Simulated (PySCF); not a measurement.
SMILES CSCCB(O)O, GFN2-xTB optimised geometry. Atoms within 1.6 Å of the plane z = 0.0 Å (x, y, z in Å): C1 (2.11, -0.08, -1.59), S2 (1.78, -0.89, 0.00), C3 (-0.05, -0.89, 0.00), C4 (-0.70, 0.50, 0.00), B5 (-0.30, 1.47, 1.22), O6 (-1.21, 2.40, 1.58), H9 (1.83, 0.97, -1.55), H11 (-0.32, -1.44, 0.90), H12 (-0.36, -1.47, -0.87), H13 (-1.78, 0.36, 0.00), H14 (-0.46, 1.00, -0.94), H16 (1.50, 0.75, 1.60).

Calculation: PySCF with PBE/def2-TZVP. Cells within 0.4 Å of a nucleus heavier than hydrogen are left out (blank, or x).

Map of the electrostatic potential (hartree/e), clipped to [-0.08, 0.12] on the plane z = 0.0 Å:

```
|1111111111111222222222222|
|1111000000111222222222222|
|1111000000112222222222222|
|1110000000122222222222222|
|1110000001223322222222222|
|1110000012344432222222222|
|1111000123566543222222222|
|1111111246887543222222222|
|1111223489999643322222222|
|2222359999999743332222222|
|222359999xx99954443322222|
|222369999xxx9966898643222|
|2223599999999999999995332|
|2223468999999999999998432|
|22233344699xx9999xx999532|
|22223334699xx9999xx999432|
|2222233359999999999997322|
|2222223346999999999993222|
|2222223334578756899521111|
|2222222333344332221000111|
|2222222223332221100000111|
|2222222222222221100000111|
|2222222222222221111111111|
|2222222222222221111111111|
|2222222222222222111111112|
```
Scale: ten equal steps from -0.038 (start of '0') to 0.120 (end of '9'), in the order '0123456789'; x runs from -4.00 to 4.00, y from -4.00 (bottom) to 4.00 (top).
